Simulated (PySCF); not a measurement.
**Dipole moment and polarisability of `CO[C@@H]1C[C@H]1C(F)(F)F`**

Compound: C5H7F3O.
Cartesian coordinates in Å at the PBE0-D3(BJ)/def2-SVP level; atoms count from 1:
```
atom  x, y, z in Å
C1     1.9850    1.2951   -0.0170
O2     1.6887   -0.0093   -0.4340
C3     0.5663   -0.5227    0.1683
C4    -0.1772   -1.5806   -0.5591
C5    -0.7735   -0.2036   -0.4409
C6    -1.9541    0.0446    0.4326
F7    -1.9940    1.3163    0.8484
F8    -1.9324   -0.7300    1.5281
F9    -3.1056   -0.1971   -0.2019
H10    1.1472    1.9889   -0.2177
H11    2.2124    1.3375    1.0651
H12    2.8697    1.6303   -0.5748
H13    0.6054   -0.5876    1.2658
H14    0.2043   -1.8596   -1.5435
H15   -0.6251   -2.3880    0.0243
H16   -0.7636    0.4256   -1.3349
```

Level: wB97X-D/def2-SVPD (PySCF), static field, nuclei fixed, core orbitals frozen in the response. The polarisability tensor in these axes (au):

```
x   70.46  3.67 -0.46
y    3.67 65.80  1.93
z   -0.46  1.93 58.45
```

Diagonalise the tensor; give its mean and Δα, where Δα² is half the sum of the squared differences of the eigenvalues.

Principal values 57.82, 64.40 and 72.49 au; mean 64.90 au = 9.62 Å³ = 10.70 × 10⁻⁴⁰ C²·m²/J; Δα = 12.73 au (20 % of the mean).

What is the dipole moment, and where does it point?

(1.58, 0.18, -0.49) D, 1.66 D in size, pointing from the negative to the positive side. Measured along this direction, the outermost atoms are F9 at the negative end and H12 at the positive end.

Give the eigenvalues of the traceless quadrupole moment Θ = ½Σq(3rr − r²1), origin at the centre of nuclear charge.

-9.10, 2.65, 6.44 D·Å. The values depend on the origin, since the dipole doesn't vanish. The electronic extent ⟨r²⟩ about the same centre is 1267 bohr², a root-mean-square distance of 2.22 Å for the 72 electrons.

Sum over states: ᾱ = Σ f/ω², ω in Eh. What share falls to these 6 lowest TDDFT singlets (eV, f)? 7.85, 0.0186; 8.09, 0.0050; 8.52, 0.0327; 8.89, 0.0186; 9.03, 0.0144; 9.10, 0.0440.

They add up to 1.31 au, 2.0 % of the 64.90 au; the largest single term is 0.39 au, from the state at 9.10 eV. Terms in order: 0.22, 0.06, 0.33, 0.17, 0.13, 0.39 au. Higher excitations give the rest. The strengths listed sum to 0.133.

Orientational against electronic polarisability at 400 K (dilute gas, rigid molecules)?

In Gaussian units μ²/3kT = 16.73 Å³ against 9.62 Å³, a ratio of 1.74; the Debye molar polarisation (4π/3)N_A(α + μ²/3kT) is 66.5 cm³/mol, leaving out the vibrational part.

Give the principal axes and the span of the nuclei along them.

Largest value along (0.87, 0.49, 0.04), where the nuclei span 6.09 Å; middle along (-0.48, 0.82, 0.31), 4.40 Å; least along (0.12, -0.28, 0.95), 2.92 Å. The response follows the extents in order.

Rayleigh depolarisation ratio (linearly polarised light, static tensor)?

ρ = 3Δα²/(45ᾱ² + 4Δα²) = 486.3/(189557 + 648.4) = 0.00256.

One conformer (not necessarily the lowest) at the PBE0-D3(BJ)/def2-SVP geometry, without solvent, vibrations or thermal averaging.

These values come from a run that also computed excited states. Time: 1.7 min (grids of density and orbitals included); peak memory 1.1 GiB. Hardware: Intel Xeon Platinum 8259CL at 2.50 GHz, one thread, shared host.

The pairwise dispersion term of wB97X-D wasn't added to the energies; at a given geometry it leaves orbitals and properties as they are.
